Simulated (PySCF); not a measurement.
Al(F)(Me)(NHMe) (C₂H₇AlFN), SMILES C[NH][Al]([CH3])[F].

The structure is a stationary point at B3LYP-D3(BJ)/def2-SVP. The structure was generated by enumeration; whether it is a known compound was not checked. The values are those of a single conformer.

Two levels are set side by side: TDA-PBE/def2-SVPD (PySCF) and TDA-ωB97X/def2-SVPD (PySCF). Vertical, same geometry. The lowest singlet is HOMO→LUMO 99 % with PBE and HOMO→LUMO 83 % with the other functional; states are paired by order. Differences are taken from unrounded values.

```
quantity                               TDA-PBE
-------------------------------------  -------
lowest singlet excitation (eV)            4.65
lowest triplet excitation (TDA) (eV)      4.39
first bright state (f over 0.05) (eV)     5.81
its oscillator strength                   0.12
```

Task: These are the TDA-PBE values. What does TDA-ωB97X give? (An estimate is asked for; the answer gives what the named calculation found.)

Result: 
| quantity | TDA-ωB97X | TDA-PBE minus TDA-ωB97X |
|---|---|---|
| lowest singlet excitation (eV) | 5.99 | -1.35 |
| lowest triplet excitation (TDA) (eV) | 5.81 | -1.42 |
| first bright state (f over 0.05) (eV) | 7.01 | -1.19 |
| its oscillator strength | 0.14 | -0.01 |

Functionals without exact exchange tend to place singlet excitations lower, as here. Differences between two approximate levels are no errors against the true value.

Rough cost on one machine, each run with all the roots and properties that it gave: TDA-ωB97X against TDA-PBE about 4 times.
